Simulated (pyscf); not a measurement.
**H₂C=SiH–Cl, singlet**

Gas-phase minimum from PySCF at ωB97X-D3(BJ)/def2-SVP, one conformer. H₂C=SiH–Cl lies 13.7 kcal/mol over its isomer H₃C–Si:–Cl [singlet], and others may lie lower still (electronic energy, ωB97M-D3(BJ)). 

SMILES: C=[SiH]Cl
```xyz
6

C      0.3589    -0.8702    -0.3586
Si     1.1286     0.2406     0.6565
Cl     2.0787    -0.2871     2.3909
H     -0.1332    -0.5281    -1.2743
H      0.3205    -1.9426    -0.1507
H      1.2224     1.6980     0.4447
```
Charge 0, spin multiplicity 1.

Bonded distances (Å): C1–Si2 1.690, C1–H4 1.094, C1–H5 1.093, Si2–Cl3 2.047, Si2–H6 1.476. Bond angles (°): Si2–C1–H4 120.1, Si2–C1–H5 123.1, H4–C1–H5 116.7, C1–Si2–Cl3 123.4, C1–Si2–H6 126.3, Cl3–Si2–H6 110.3.

Properties at ωB97X-D3(BJ)/def2-SVP:

```
Property                                                                                                                                                                             Result
---------------------------------------------------------------------------------------------------------------------  --------------------------------------------------------------------
Harmonic wavenumbers, unscaled                                                                                         219, 384, 556, 622, 662, 755, 879, 1046, 1370, 2338, 3187, 3295 cm⁻¹
Zero-point energy                                                                                                                                                             21.9 kcal/mol
Rotational symmetry number                                                                                                                                                                1
Entropy of this conformer at 298 K and 1 atm, rigid rotor and harmonic oscillator, modes under 100 cm⁻¹ raised to 100                                                       284.8 J/(mol K)
Dipole moment                                                                                                                                                                        1.03 D
```

Single-point totals, which compare only within one level (frozen core for MP2 and CC):

```csv
level,total energy (hartree)
ωB97X-D3(BJ)/def2-TZVP,-789.68148
PBE/def2-TZVP,-789.23959
r²SCAN/def2-TZVP,-789.55061
B3LYP-D3(BJ)/def2-TZVP,-789.67992
PBE0-D3(BJ)/def2-TZVP,-789.31154
M06-2X/def2-TZVP,-789.57407
ωB97M-D3(BJ)/def2-TZVP,-789.73529
HF/def2-TZVPP,-788.07292
MP2/def2-TZVPP,-788.54729
CCSD/def2-TZVPP,-788.58480
CCSD(T)/def2-TZVPP,-788.60841
```

The CCSD(T) − MP2 part came from Ansatz, without density fitting, on the same reference.
